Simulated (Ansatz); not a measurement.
`[SiH3]C[SiH2][SbH2]` + NH₃ → `N[SiH2]C[SiH3]` + `[SbH3]` at 500 K and 1 bar (cleavage of the Si–Sb bond).

Calculated with Ansatz (gas phase, PBE0-D4/def2-TZVP geometries, no zero-point term in ΔE). CCSD(T)/CBS adds triple-zeta CCSD(T) − MP2 to the extrapolated MP2 energy (def2 sets, frozen cores). This one scheme is used for every species. def2 core potentials past Kr. For Sb outer-core shells are correlated without core-valence functions, which leaves a few kJ/mol of doubt a bond. Each species was taken in one conformer, which may not be the lowest.

```tsv
species	CCSD(T)/CBS energy (Eh)	H − E (kJ/mol)	S (J/(mol·K))
`[SiH3]C[SiH2][SbH2]`	-861.63950	275.7	478.5
NH₃	-56.50880	108.2	211.8
`N[SiH2]C[SiH3]`	-676.36397	302.9	441.0
`[SbH3]`	-241.78682	70.2	256.6
```

H − E and S are ideal-gas, rigid-rotor, harmonic terms from PBE0-D4/def2-TZVP, for one conformer and one mirror image of each species. 1 Eh = 2625.50 kJ/mol, R = 8.31446 J/(mol·K).

Problem. By hand: ΔE, ΔH, ΔS and ΔG.

Solution. ΔE = (-676.36397) + (-241.78682) − (-861.63950) − (-56.50880) = -0.00249 Eh = -6.5 kJ/mol. Δ(H − E) = 302.9 + 70.2 − 275.7 − 108.2 = -10.8, so ΔH = -17.3 kJ/mol. ΔS = 441.0 + 256.6 − 478.5 − 211.8 = 7.3 J/(mol·K). ΔG = -17.3 − 500 × (7.3)/1000 = -20.9 kJ/mol.

Problem. By hand: the equilibrium constant, and the temperature at which ΔG would vanish if ΔH and ΔS stayed fixed.

Solution. log₁₀ K = −ΔG/(RT ln 10) = 2.2. ΔH and −TΔS have one sign here, so there is no such temperature.

The number of gas molecules stays the same, so ΔS is small and ΔH decides. A doubt of 5 kJ/mol in ΔE shifts log₁₀ K by 0.5 here. Other conformers and mirror images would add mixing entropy, several J/(mol·K) or more a flexible species. Modes under 60 cm⁻¹, often nearly free rotors, make the harmonic entropy too high. These are equilibria of isolated gas molecules and say nothing of rates. Largest T1 diagnostic: 0.014 (customary marks: 0.02 for closed shells, 0.045 for open ones).

ΔS is within the doubt of such terms, so its sign, and with it that verdict, could turn.
